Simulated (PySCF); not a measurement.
Structure with atom numbers: `[CH3:1][c:2]1[cH:3][cH:4][cH:5][c:6]2[n:7][n:8][n:9]([CH3:10])[c:11]12`; H(Xn) means a hydrogen on atom n.

PySCF 2.14 calculation with GFN2-xTB geometry and shieldings: GIAO PBE0/pcSseg-1; equivalent nuclei averaged, a single conformation, no relativistic terms, isolated molecule.

Referencing at the same level of theory: TMS for ¹³C (186.93 ppm), ¹H (31.72 ppm); NH3 for ¹⁵N (267.73 ppm).

| atoms | nucleus | count | Hirshfeld charge | δ (ppm) |
| --- | --- | --- | --- | --- |
| H(C10) | ¹H | 3 | 0.06 | 4.67 |
| C4 | ¹³C | 1 | -0.06 | 128.3 |
| H(C4) | ¹H | 1 | 0.05 | 7.55 |
| C1 | ¹³C | 1 | -0.12 | ? |
| C10 | ¹³C | 1 | -0.05 | 37.4 |
| N9 | ¹⁵N | 1 | 0.03 | 238.3 |
| H(C5) | ¹H | 1 | 0.06 | 8.27 |
| C5 | ¹³C | 1 | -0.05 | 124.9 |
| N8 | ¹⁵N | 1 | -0.06 | ? |
| C6 | ¹³C | 1 | 0.01 | 152.7 |
| N7 | ¹⁵N | 1 | -0.14 | 374.2 |
| H(C3) | ¹H | 1 | 0.05 | ? |
| H(C1) | ¹H | 3 | 0.05 | 3.00 |
| C3 | ¹³C | 1 | -0.06 | ? |
| C11 | ¹³C | 1 | 0.02 | ? |
| C2 | ¹³C | 1 | 0.00 | 124.5 |

Problem. Complete the table.

Solution. 
- C11: 139.6 ppm, ring-fusion aromatic carbon
- C3: 131.6 ppm, aromatic CH; the aromatic region
- C1: 21.1 ppm, methyl carbon on an aromatic ring; saturated and bonded to C and H only
- H(C3): 7.48 ppm, hydrogen on an aromatic CH; the ring current deshields protons in the ring plane
- N8: 420.0 ppm, pyridine-type nitrogen of an azole

Shifts are as computed. Against solution values, carbons near 30 ppm lie about +3 ppm off and those near 130 ppm about +5 ppm. Of 1211 compounds with measured shifts, 218 miss one by over three times the rms of a fit or turn the order of signals round; such compounds aren't used in these exercises. Experimental scales use liquid or dissolved standards, which lie at an offset from isolated NH3 (liquid NH3: subtract about 20 ppm). Unscaled 15N shifts of sp2 nitrogen come out 20 to 40 ppm too high even then.
